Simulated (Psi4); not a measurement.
BaF₂, triplet, at the geometry of the source list (a higher spin typed on purpose: for a closed-shell molecule this is an excited state) (core potentials on Ba). Base run: HF/def2-SVP (Psi4).

Input for Psi4:
```
memory 2 GB

molecule {
0 3
Ba   -0.00000000   -0.00000000   -0.00000000
F    -0.26440000    1.57390000   -1.38310000
F     0.26440000   -1.57390000    1.38310000
}

set {
  basis def2-svp
  reference uhf
  stability_analysis check
  scf_type pk
}

energy('scf')
print_variables()
```

The bond that is stretched is that between atoms 3 and 1. A test that says stable can miss a lower solution.

Variants of this job, named by their change:

```tsv
change	ΔE vs base (kcal/mol)	<S^2>
base	0.000	2.046
stability_analysis = follow; reference = uhf	0.000	2.046
bond × 1.25	-41.14	2.003
stability_analysis = follow; reference = uhf; bond × 1.25	-41.14	2.003
bond × 1.5	-46.67	2.003
stability_analysis = follow; reference = uhf; bond × 1.5	-46.67	2.003
bond × 1.8	-48.93	2.003
stability_analysis = follow; reference = uhf; bond × 1.8	-48.93	2.003
bond × 2.2	-51.20	2.003
stability_analysis = follow; reference = uhf; bond × 2.2	-51.20	2.003
bond × 3.0	-51.49	2.003
stability_analysis = follow; reference = uhf; bond × 3.0	-51.49	2.003
```

On stretching, the SCF can end on different states; <S^2> shows the spin contamination of each.
